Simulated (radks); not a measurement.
Values are calculated unless marked as measured or tabulated.
Species: the thallium ion Tl+. Configuration: [Xe] 4f14 5d10 6s1.75 6p0.25 (fractional occupations, a model configuration).

Code: a radial shooting solver on a logarithmic mesh with Libxc functionals. Model: scalar-relativistic Kohn-Sham, LDA (Slater exchange, Perdew-Zunger correlation), spin-polarised, spherical densities, point nucleus; open shells are filled with parallel spins first (spin-orbit coupling, left out, can overturn this in heavy ions).

Energy parts (eV):
| part | energy |
|---|---|
| total | -550614.42 |
| kinetic | 620234.53 |
| electron-nucleus | -1373017.87 |
| Hartree | 212160.49 |
| exchange-correlation | -9991.57 |

Orbitals (lengths in bohr, moments of r in powers of bohr):
[
 {"orbital": "1s up", "occ.": "1", "eigenvalue (eV)": "-85578.87", "<1/r>": "99.46"},
 {"orbital": "1s down", "occ.": "1", "eigenvalue (eV)": "-85578.86", "<1/r>": "99.46"},
 {"orbital": "2s up", "occ.": "1", "eigenvalue (eV)": "-15244.87", "<1/r>": "23.34"},
 {"orbital": "2s down", "occ.": "1", "eigenvalue (eV)": "-15244.87", "<1/r>": "23.34"},
 {"orbital": "2p up", "occ.": "3", "eigenvalue (eV)": "-13116.09", "<1/r>": "20.59"},
 {"orbital": "2p down", "occ.": "3", "eigenvalue (eV)": "-13116.09", "<1/r>": "20.59"},
 {"orbital": "3s up", "occ.": "1", "eigenvalue (eV)": "-3644.453", "<1/r>": "8.648"},
 {"orbital": "3s down", "occ.": "1", "eigenvalue (eV)": "-3644.448", "<1/r>": "8.648"},
 {"orbital": "3p up", "occ.": "3", "eigenvalue (eV)": "-3031.960", "<1/r>": "7.846"},
 {"orbital": "3p down", "occ.": "3", "eigenvalue (eV)": "-3031.955", "<1/r>": "7.846"},
 {"orbital": "3d up", "occ.": "5", "eigenvalue (eV)": "-2396.913", "<1/r>": "7.373"},
 {"orbital": "3d down", "occ.": "5", "eigenvalue (eV)": "-2396.909", "<1/r>": "7.373"},
 {"orbital": "4s up", "occ.": "1", "eigenvalue (eV)": "-818.7806", "<1/r>": "3.721"},
 {"orbital": "4s down", "occ.": "1", "eigenvalue (eV)": "-818.7732", "<1/r>": "3.721"},
 {"orbital": "4p up", "occ.": "3", "eigenvalue (eV)": "-617.9907", "<1/r>": "3.348"},
 {"orbital": "4p down", "occ.": "3", "eigenvalue (eV)": "-617.9824", "<1/r>": "3.348"},
 {"orbital": "4d up", "occ.": "5", "eigenvalue (eV)": "-382.7655", "<1/r>": "3.008"},
 {"orbital": "4d down", "occ.": "5", "eigenvalue (eV)": "-382.7561", "<1/r>": "3.008"},
 {"orbital": "5s up", "occ.": "1", "eigenvalue (eV)": "-139.1689", "<1/r>": "1.555"},
 {"orbital": "5s down", "occ.": "1", "eigenvalue (eV)": "-139.1504", "<1/r>": "1.555"},
 {"orbital": "4f up", "occ.": "7", "eigenvalue (eV)": "-122.2736", "<1/r>": "2.605"},
 {"orbital": "4f down", "occ.": "7", "eigenvalue (eV)": "-122.2633", "<1/r>": "2.605"},
 {"orbital": "5p up", "occ.": "3", "eigenvalue (eV)": "-84.1382", "<1/r>": "1.325"},
 {"orbital": "5p down", "occ.": "3", "eigenvalue (eV)": "-84.1108", "<1/r>": "1.325"},
 {"orbital": "5d up", "occ.": "5", "eigenvalue (eV)": "-23.4760", "<1/r>": "0.9519"},
 {"orbital": "5d down", "occ.": "5", "eigenvalue (eV)": "-23.3805", "<1/r>": "0.9541"},
 {"orbital": "6s up", "occ.": "1", "eigenvalue (eV)": "-17.1498", "<1/r>": "0.5359"},
 {"orbital": "6s down", "occ.": "0.75", "eigenvalue (eV)": "-16.8695", "<1/r>": "0.5371"},
 {"orbital": "6p up", "occ.": "0.25", "eigenvalue (eV)": "-8.8454", "<1/r>": "0.3925"},
 {"orbital": "6p down", "occ.": "0", "eigenvalue (eV)": "-8.5558", "<1/r>": "0.3910"},
 {"orbital": "7s up", "occ.": "0", "eigenvalue (eV)": "-3.9223", "<1/r>": "0.2057"},
 {"orbital": "7s down", "occ.": "0", "eigenvalue (eV)": "-3.8243", "<1/r>": "0.2022"},
 {"orbital": "5f up", "occ.": "0", "eigenvalue (eV)": "-0.9344", "<1/r>": "0.07918"},
 {"orbital": "5f down", "occ.": "0", "eigenvalue (eV)": "-0.9261", "<1/r>": "0.07722"}
]

The highest occupied level is 6p up at -8.845 eV. Summed over all electrons, <r^2> = 53.09 bohr^2, which gives a Langevin (diamagnetic) susceptibility term of -42 x 10^-6 cm^3/mol.
